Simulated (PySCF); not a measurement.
Species: C8H10NP.
SMILES with atom numbers: `[CH2:1]=[P:2]1([c:3]2[cH:4][cH:5][n:6][cH:7][cH:8]2)[CH2:9][CH2:10]1` (hydrogens: H11, H12 on C1; H13 on C4; H14 on C5; H15 on C7; H16 on C8; H17, H18 on C9; H19, H20 on C10)

The same species was optimised twice, with GFN2-xTB and with PBE0-D3(BJ)/def2-SVP (PySCF), and the same property calculations (PySCF, gas phase) were run on both structures.

```
     coordinate  GFN2-xTB  PBE0-D3(BJ)/def2-SVP  change
      C1=P2 (Å)     1.721                 1.670  -0.051
      P2–C3 (Å)     1.859                 1.840  -0.019
     C9–C10 (Å)     1.536                 1.522  -0.014
      C4–C5 (Å)     1.386                 1.394  +0.008
      C7–C8 (Å)     1.386                 1.394  +0.008
      N6–C7 (Å)     1.322                 1.331  +0.009
      C5–N6 (Å)     1.322                 1.331  +0.009
      C3–C8 (Å)     1.390                 1.398  +0.008
      C3–C4 (Å)     1.390                 1.398  +0.008
      P2–C9 (Å)     1.807                 1.809  +0.002
     P2–C10 (Å)     1.807                 1.809  +0.002
   C1–P2–C3 (°)     136.8                 128.8    -8.0
   C1–P2–C9 (°)     114.6                 121.2    +6.6
  C1–P2–C10 (°)     114.6                 121.0    +6.4
   C4–C3–C8 (°)     118.5                 117.7    -0.8
   C3–P2–C9 (°)     104.2                 104.9    +0.7
   P2–C3–C4 (°)     120.4                 121.1    +0.7
   C5–N6–C7 (°)     118.2                 117.6    -0.6
  C9–P2–C10 (°)      50.3                  49.8    -0.5
C1–P2–C3–C4 (°)       -87                   -88      -1
```

Rotational constants: A = 2603, B = 710.6, C = 695.0 MHz (GFN2-xTB) against A = 2541, B = 717.7, C = 704.9 MHz (PBE0-D3(BJ)/def2-SVP).

On the GFN2-xTB structure: HOMO (eV) -5.73 [PBE0/pcSseg-1]; LUMO (eV) -1.47 [PBE0/pcSseg-1]; dipole (D) 1.91 [PBE0/pcSseg-1]; GIAO shielding of C1 (ppm) 179.5 [PBE0/pcSseg-1]; GIAO shielding of P2 (ppm) 461.3 [PBE0/pcSseg-1]; GIAO shielding of C3 (ppm) 30.2 [PBE0/pcSseg-1]; GIAO shielding of C4/C8 (mean) (ppm) 57.3 [PBE0/pcSseg-1]; GIAO shielding of C5/C7 (mean) (ppm) 30.8 [PBE0/pcSseg-1]; GIAO shielding of N6 (ppm) -98.6 [PBE0/pcSseg-1]; GIAO shielding of C9/C10 (mean) (ppm) 170.0 [PBE0/pcSseg-1].

Task: What do these properties become on the PBE0-D3(BJ)/def2-SVP structure?

Result: 
```
                                    property          level  on GFN2-xTB  on PBE0-D3(BJ)/def2-SVP  change
                                   HOMO (eV)  PBE0/pcSseg-1        -5.73                    -5.43   +0.30
                                   LUMO (eV)  PBE0/pcSseg-1        -1.47                    -1.37   +0.10
                                  dipole (D)  PBE0/pcSseg-1         1.91                     2.22   +0.31
energy, GFN2-xTB geometry as zero (kcal/mol)  PBE0/pcSseg-1          0.0                     -2.5    -2.5
                  GIAO shielding of C1 (ppm)  PBE0/pcSseg-1        179.5                    193.4   +13.9
                  GIAO shielding of P2 (ppm)  PBE0/pcSseg-1        461.3                    472.5   +11.2
                  GIAO shielding of C3 (ppm)  PBE0/pcSseg-1         30.2                     32.4    +2.2
        GIAO shielding of C4/C8 (mean) (ppm)  PBE0/pcSseg-1         57.3                     56.0    -1.3
        GIAO shielding of C5/C7 (mean) (ppm)  PBE0/pcSseg-1         30.8                     28.0    -2.8
                  GIAO shielding of N6 (ppm)  PBE0/pcSseg-1        -98.6                   -101.1    -2.5
       GIAO shielding of C9/C10 (mean) (ppm)  PBE0/pcSseg-1        170.0                    168.2    -1.8
```

The heavy atoms differ by 0.064 Å rms after alignment. Among bonds between heavy atoms C1=P2 changes most (-0.051 Å). Changes are differences of the printed values. Neither structure is proved a minimum here.

The values belong to the conformer `[CH2:1]=[P:2]1([c:3]2[cH:4][cH:5][n:6][cH:7][cH:8]2)[CH2:9][CH2:10]1`: C1–P2–C3–C4 -88°.
